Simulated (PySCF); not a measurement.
## Electron correlation in Ne²⁺ (neon, charge +2)

[He] 2s2 2p4, high-spin 3P determinant. All numbers are calculated (PySCF 2.14, the spin-free X2C one-electron Hamiltonian (Gaussian nucleus), in aug-cc-pCVTZ-DK with one added diffuse shell each of s, p, d, f type (8s7p5d3f, 75 functions)). Frozen: nothing; 8 electrons correlated.

```json
{"level": "CCSD", "correlation energy (mhartree)": "-222.91"}
{"level": "(T)", "correlation energy (mhartree)": "-1.86"}
{"level": "CCSD(T)", "correlation energy (mhartree)": "-224.77"}
```

Diagnostics: T1 = 0.0024, D1 = 0.0065, largest double amplitude 0.020.

Cost of the coupled-cluster step: about 24 core-seconds, for 8 correlated electrons.

Iterations:

```
CC2 = 0
CCSD nocc = (np.int64(5), np.int64(3)), nmo = (75, 75)
frozen orbitals [[], []]
max_cycle = 100
direct = 0
conv_tol = 1e-08
conv_tol_normt = 1e-06
diis_space = 8
diis_start_cycle = 0
Init t2, MP2 energy = -0.208137429337686
Init E_corr(UCCSD) = -0.208137429353151
cycle = 1  E_corr(UCCSD) = -0.220413529308678  dE = -0.0122761  norm(t1,t2) = 0.0164731
cycle = 2  E_corr(UCCSD) = -0.22229939296486  dE = -0.00188586366  norm(t1,t2) = 0.00484275
cycle = 3  E_corr(UCCSD) = -0.222938564822928  dE = -0.000639171858  norm(t1,t2) = 0.00183454
cycle = 4  E_corr(UCCSD) = -0.222905111428224  dE = 3.34533947e-05  norm(t1,t2) = 0.000332727
cycle = 5  E_corr(UCCSD) = -0.222909774059527  dE = -4.6626313e-06  norm(t1,t2) = 5.67761e-05
cycle = 6  E_corr(UCCSD) = -0.222910699286485  dE = -9.25226958e-07  norm(t1,t2) = 1.11385e-05
cycle = 7  E_corr(UCCSD) = -0.222910448825984  dE = 2.50460501e-07  norm(t1,t2) = 2.49997e-06
cycle = 8  E_corr(UCCSD) = -0.222910437034617  dE = 1.17913672e-08  norm(t1,t2) = 4.28632e-07
cycle = 9  E_corr(UCCSD) = -0.222910444933855  dE = -7.89923824e-09  norm(t1,t2) = 8.3639e-08
UCCSD converged
E(UCCSD) = -126.7285415105156  E_corr = -0.2229104449338551
UCCSD(T) correction = -0.00185617956159751
```
